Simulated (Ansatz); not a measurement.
Ideal-gas functions of `[Br][SnH3]` at 600 K and 1 bar, from an Ansatz frequency run at PBE0-D4/def2-TZVP.

Molar mass 201.64 g/mol, point group C3v (symmetry number 3), electronic degeneracy 1, moments of inertia 8.044, 305.028, 305.028 u Å². Harmonic wavenumbers (cm⁻¹, unscaled): 258, 472, 472, 693, 706, 706, 1969, 1977, 1977.

Use S(trans) = R[1.5 ln M + 2.5 ln T − 1.1517]; rotational temperatures θ = 24.2544 K / I; S(rot) = R[ln(√π/σ · √(T³/θAθBθC)) + 1.5]; for each mode x = 1.438777 ν̃/T, S = R[x/(eˣ − 1) − ln(1 − e⁻ˣ)] and H = RT x/(eˣ − 1); 1 cm⁻¹ = 0.0119627 kJ/mol; R = 8.31446 J/(mol·K).

**Question.** By hand: the entropy, in J/(mol·K).

**Answer.** Translation 189.6. Rotation: θ = 3.0152, 0.0795, 0.0795 K, giving 104.3. Vibration, mode by mode: 12.44, 7.71, 7.71, 4.99, 4.86, 4.86, 0.43, 0.42, 0.42, in all 43.8. Electronic 0.0. Sum 337.7 J/(mol·K).

**Question.** By hand: H − E and G − E in kJ/mol, counted from the electronic energy.

**Answer.** Zero-point energy ½ × 9230 × 0.0119627 = 55.2; thermal vibration 15.4; translation, rotation and pV give 4 RT = 20.0. H − E = 90.6 kJ/mol, and G − E = 90.6 − 600 × 337.7/1000 = -112.0 kJ/mol.

Vibration gives 13 % of the entropy.
